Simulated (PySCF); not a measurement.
Sn(GeH3)(H)3 (GeH₆Sn), SMILES [GeH3][SnH3]. Heavy atoms are numbered as in [SnH3:1][GeH3:2]. Hydrogens are named by the atom that carries them.

Geometry: PBE0-D3(BJ)/def2-TZVP. The def2 effective core potentials stand for the cores of Sn; spin–orbit coupling is left out.

The numbers are results of r2SCAN/def2-TZVPD (PySCF), not measurements.

Mulliken values depend strongly on the basis, most of all with diffuse functions as here. ESP charges are fitted to the potential on shells at 1.4 to 2.0 van der Waals radii. Atomic charges (e), one atom of each kind:

```tsv
atom	ESP fit	Mulliken
Sn1 (SnH3)	0.27	0.37
Ge2 (GeH3)	0.00	-0.15
H on Sn1	-0.08	-0.09
H on Ge2	-0.01	0.02
```
